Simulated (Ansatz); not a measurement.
A CCSD(T) single point on C$_{2}$H$_{9}$BOSi, SMILES `COB(C)[SiH3]`.

```yaml
crystal:
  periodic: [false, false, false]
  atoms:
    - {symbol: C, position_ang: [-1.640766, 0.903815, 0.990493]}
    - {symbol: O, position_ang: [-0.664753, 1.142341, 0.002111]}
    - {symbol: B, position_ang: [0.278786, 0.254733, -0.376902]}
    - {symbol: C, position_ang: [1.276271, 0.702213, -1.497572]}
    - {symbol: Si, position_ang: [0.425361, -1.612535, 0.458410]}
    - {symbol: H, position_ang: [-1.546767, 1.662231, 1.770182]}
    - {symbol: H, position_ang: [-1.535363, -0.087112, 1.443025]}
    - {symbol: H, position_ang: [-2.631100, 0.984922, 0.537967]}
    - {symbol: H, position_ang: [1.235029, 0.009274, -2.345813]}
    - {symbol: H, position_ang: [1.084296, 1.714444, -1.860466]}
    - {symbol: H, position_ang: [2.308815, 0.647716, -1.133748]}
    - {symbol: H, position_ang: [0.633162, -1.561472, 1.936548]}
    - {symbol: H, position_ang: [1.570495, -2.363233, -0.127510]}
    - {symbol: H, position_ang: [-0.806265, -2.426638, 0.232174]}
basis:
  gaussian: {orbitals: def2-SVP}
correlation: {method: ccsd_t}
```

```sh
$ ansatz run in.yaml --threads 4 --pin off --events-out ev --progress --plain --max-ram 10444MiB
```

Log, shortened:

```
Functional definition: HF
1195 factors; integrals over basis functions are off by at most 1.4e-3 eV
mean field evaluation 1: about -12765.9309 eV, gradient 3.3e1 eV
mean field evaluation 2: about -12766.0204 eV, gradient 3.3e1 eV
mean field evaluation 4: about -12769.1675 eV, gradient 4.6e0 eV
mean field evaluation 8: about -12769.2335 eV, gradient 2.8e-4 eV
mean field -12769.23347780 eV, -469.2606750118 hartree, gradient 7.1e-7 eV, S^2 0.000000; 0 other end points of the search recorded, 0 dependent functions left out
9 core orbitals not correlated: weight in the atoms' cores, before any rotation towards them, 1.000 or more for the frozen orbitals, at most 0.000 for the correlated occupied ones
reference -12769.23347780 eV, -469.2606750118 hartree; 15, 15 occupied and 95, 95 virtual orbitals, 1195 factors
second order -17.93423533 eV of doubles, -0.00000000 eV of singles
cycle   1  -19.10310015 eV  change    -1.2e0 eV  update   1.1e-1
cycle   2  -19.66103638 eV  change   -5.6e-1 eV  update   3.2e-2
cycle   3  -19.79385321 eV  change   -1.3e-1 eV  update   1.8e-2
cycle   4  -19.78939460 eV  change    4.5e-3 eV  update   5.3e-3
cycle   5  -19.78798300 eV  change    1.4e-3 eV  update   2.2e-3
cycle   6  -19.78793243 eV  change    5.1e-5 eV  update   7.1e-4
cycle   7  -19.78763589 eV  change    3.0e-4 eV  update   2.4e-4
cycle   8  -19.78764580 eV  change   -9.9e-6 eV  update   7.9e-5
cycle   9  -19.78768044 eV  change   -3.5e-5 eV  update   2.3e-5
cycle  10  -19.78767463 eV  change    5.8e-6 eV  update   8.7e-6
perturbative correction -0.54950514 eV, -0.0201939415 hartree
Total energy: -12789.57065757 eV, -470.0080525833 hartree
```

It took 2.8 s on 4 threads of an Intel Xeon 6975P-C on a shared host, with 0.7 GiB of host memory at the peak.

Correlation energy per correlated electron: -0.678 eV. T1 diagnostic: 0.0136.
